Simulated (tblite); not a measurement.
Compound: C4H5OPS.
Z-matrix (Å and degrees, GFN2-xTB geometry), rows numbered from 1:
```
C 
O   1  1.4063
C   2  1.3438  1  117.84
P   3  1.7227  2  120.32  1  -179.86
C   4  1.7687  3   91.92  2   179.99
C   5  1.3479  4  118.68  3    -0.03
S   6  1.7213  5  116.81  4     0.00
H   1  1.0953  2  110.99  3   -60.79
H   1  1.0954  2  110.99  3    60.34
H   1  1.0880  2  106.29  3   179.81
H   5  1.0781  4  120.22  3   179.98
H   6  1.0748  5  126.75  4  -179.98
```

Computed values, GFN2-xTB/tblite, gas phase, harmonic and unscaled. This tight-binding method is rough: wavenumbers can miss measured ones by several per cent, in bad cases by 10 to 20. One conformer, not necessarily the lowest.

Harmonic wavenumbers (cm⁻¹): 79.8, 162.6, 201.9, 218.3, 365.1, 391.3, 413.6, 465.8, 598.1, 600.1, 702.3, 777.2, 822.7, 843.8, 984.4, 1036.6, 1084.9, 1118.5, 1162.2, 1221.2, 1252.1, 1404.8, 1456.1, 1466.7, 1489.6, 2928.8, 2945.7, 3037.5, 3091.9, 3123.0.

A = 3183, B = 1740, C = 1133 MHz; mass 131.980 u (most abundant isotopes); point group Cs, symmetry number 1.

Task: Zero-point energy?

Result: Half the sum of the wavenumbers: 17723 cm⁻¹ = 50.67 kcal/mol.

Task: What is S at 400 K and 1 bar for an ideal gas of classical rigid rotors and harmonic oscillators?

Result: Translation 42.03, rotation 29.20, vibration 23.43: S = 94.7 cal/(mol K).

Task: And Cp and H(400 K) − H(0)?

Result: Cp = 34.67 cal/(mol K), of which vibrations give 26.72 (their classical limit is 30 R = 59.6); H(400 K) − H(0) = 8.44 kcal/mol without the zero-point energy, 5.26 from vibrations.

Task: Blend soft modes into free rotors: weight 1/[1 + (100 cm⁻¹/ν̃)⁴] for the oscillator and the rest for a rotor with moment μB/(μ + B), μ = h/(8π²ν), B = 10⁻⁴⁴ kg m². What vibrational entropy results?

Result: 22.59 cal/(mol K) in place of 23.43, which changes −T·S at 400 K by +0.34 kcal/mol.

Task: How do the functions run with temperature in this model?

Result: 
```json
{"T (K)": "50", "S (cal/(mol K))": "55.6", "Cp (cal/(mol K))": "10.0", "H − H(0) (kcal/mol)": "0.43", "G − H(0) (kcal/mol)": "-2.35", "ln q(vib)": "0.12"}
{"T (K)": "100", "S (cal/(mol K))": "63.7", "Cp (cal/(mol K))": "13.8", "H − H(0) (kcal/mol)": "1.03", "G − H(0) (kcal/mol)": "-5.35", "ln q(vib)": "0.60"}
{"T (K)": "298.15", "S (cal/(mol K))": "85.4", "Cp (cal/(mol K))": "28.3", "H − H(0) (kcal/mol)": "5.22", "G − H(0) (kcal/mol)": "-20.25", "ln q(vib)": "3.51"}
{"T (K)": "373.15", "S (cal/(mol K))": "92.3", "Cp (cal/(mol K))": "33.1", "H − H(0) (kcal/mol)": "7.53", "G − H(0) (kcal/mol)": "-26.92", "ln q(vib)": "4.73"}
{"T (K)": "500", "S (cal/(mol K))": "103.0", "Cp (cal/(mol K))": "39.8", "H − H(0) (kcal/mol)": "12.17", "G − H(0) (kcal/mol)": "-39.32", "ln q(vib)": "6.83"}
{"T (K)": "750", "S (cal/(mol K))": "120.9", "Cp (cal/(mol K))": "48.4", "H − H(0) (kcal/mol)": "23.29", "G − H(0) (kcal/mol)": "-67.38", "ln q(vib)": "10.85"}
{"T (K)": "1000", "S (cal/(mol K))": "135.6", "Cp (cal/(mol K))": "53.8", "H − H(0) (kcal/mol)": "36.12", "G − H(0) (kcal/mol)": "-99.50", "ln q(vib)": "14.56"}
```

q(vib) and H(0) count from the zero-point level.

Hindered rotation and anharmonicity are outside this model. Other conformers, if any are populated, would add a mixing term that is left out.
